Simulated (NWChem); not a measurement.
System meant: C$_{2}$H$_{8}$AlO, doublet

Here is an NWChem input.

```
start job
memory heap 200 mb stack 900 mb global 1100 mb
geometry units angstroms noautoz
  Al     0.225249     0.013038     0.599414
  C      0.538825     1.752645    -0.322782
  H      0.377894     1.682770    -1.415293
  H      1.586008     2.071642    -0.179303
  H     -0.084509     2.579548     0.059515
  C      0.876643    -1.623005    -0.331256
  H      0.659552    -1.602699    -1.416949
  H      0.464518    -2.560505     0.079011
  H      1.973767    -1.701690    -0.238136
  O     -1.753295    -0.222468    -0.015697
  H     -2.168881     0.598073    -0.314344
  H     -1.831113    -0.857035    -0.742457
end
basis spherical
  * library def2-svp
end
dft
  odft
  mult 2
  xc xpbe96 cpbe96
  iterations 4
  mulliken
end
task dft energy
```

End of the output:

```
     --------------------------
     Expectation value of S2:
     --------------------------
      <S2> =      0.7510 (Exact =     0.7500)

 center of mass
 --------------
 x =  -0.02869464 y =  -0.00529497 z =   0.11654354

 moments of inertia (a.u.)
 ------------------
         404.396335037847          -0.000000000000          -0.000000000000
          -0.000000000000         339.991008924605           0.000000000000
          -0.000000000000           0.000000000000         624.202162600372

     Multipole analysis of the density
     ---------------------------------

     L   x y z        total         alpha         beta         nuclear
     -   - - -        -----         -----         ----         -------
     0   0 0 0     -0.000000    -21.000000    -20.000000     41.000000

     1   1 0 0     -1.306304     -0.835106     -0.471198      0.000000
     1   0 1 0      0.057432     -0.009481      0.066913     -0.000000
     1   0 0 1     -1.014481     -1.728937      0.714456      0.000000

     2   2 0 0    -20.793204    -95.339724    -92.293883    166.840404
     2   1 1 0     -0.634326      0.427122      0.460158     -1.521605
     2   1 0 1      3.001594      1.378071      2.090172     -0.466649
     2   0 2 0    -27.100361   -125.310401   -121.876956    220.086997
     2   0 1 1      0.371675     -0.011941      0.167607      0.216008
     2   0 0 2    -27.587229    -38.165517    -27.576205     38.154494

 ------------------------------------------------------------------------
 dft energy failed                                                                                  0
 ------------------------------------------------------------------------
 ------------------------------------------------------------------------
  current input line :
    27: task dft energy
 ------------------------------------------------------------------------
 ------------------------------------------------------------------------
 This type of error is most commonly associated with calculations not reaching convergence criteria
 ------------------------------------------------------------------------
 For more information see the NWChem manual at https://nwchemgit.github.io

0:dft energy failed:Received an Error in Communication
```

Task: Can this run be used? If not, why, and what is the fix?

Result: The run did not converge; its last values are not results. Cause: the SCF was allowed too few iterations. This input runs:
```
start job
memory heap 200 mb stack 900 mb global 1100 mb
geometry units angstroms noautoz
  Al     0.225249     0.013038     0.599414
  C      0.538825     1.752645    -0.322782
  H      0.377894     1.682770    -1.415293
  H      1.586008     2.071642    -0.179303
  H     -0.084509     2.579548     0.059515
  C      0.876643    -1.623005    -0.331256
  H      0.659552    -1.602699    -1.416949
  H      0.464518    -2.560505     0.079011
  H      1.973767    -1.701690    -0.238136
  O     -1.753295    -0.222468    -0.015697
  H     -2.168881     0.598073    -0.314344
  H     -1.831113    -0.857035    -0.742457
end
basis spherical
  Al library def2-svp
  C library def2-svp
  H library def2-svp
  O library def2-svp
end
dft
  odft
  mult 2
  xc xpbe96 cpbe96
  iterations 150
  mulliken
end
task dft energy
```
It converges to -398.12309 Ha (PBE/def2-SVP, spin-unrestricted).
